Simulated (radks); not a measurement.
Results of a calculation; reference values are marked as such.
Question: The calcium ion Ca2+, [Ar]. Level of theory: non-relativistic Kohn-Sham, PBE, spin-polarised, spherical densities, point nucleus (a radial shooting solver on a logarithmic mesh with Libxc functionals). Every spin shell is full or empty, so the densities are truly spherical. Functionals are evaluated on that one density, not self-consistently. Rank these exchange functionals by their error against the exact value of the orbitals, and give that value: LDA, PBEsol, WC, B86b, EV93, TPSS, revTPSS, TASK, MVS.

Answer: Exact: -34.9360 hartree. From best to worst, with 100 (|E| - |E exact|)/|E exact| (equal figures are ties): B86b +0.03, TPSS +0.13, MVS -0.18, revTPSS -0.57, EV93 +0.83, WC -1.49, TASK -2.90, PBEsol -3.32, LDA -7.44.
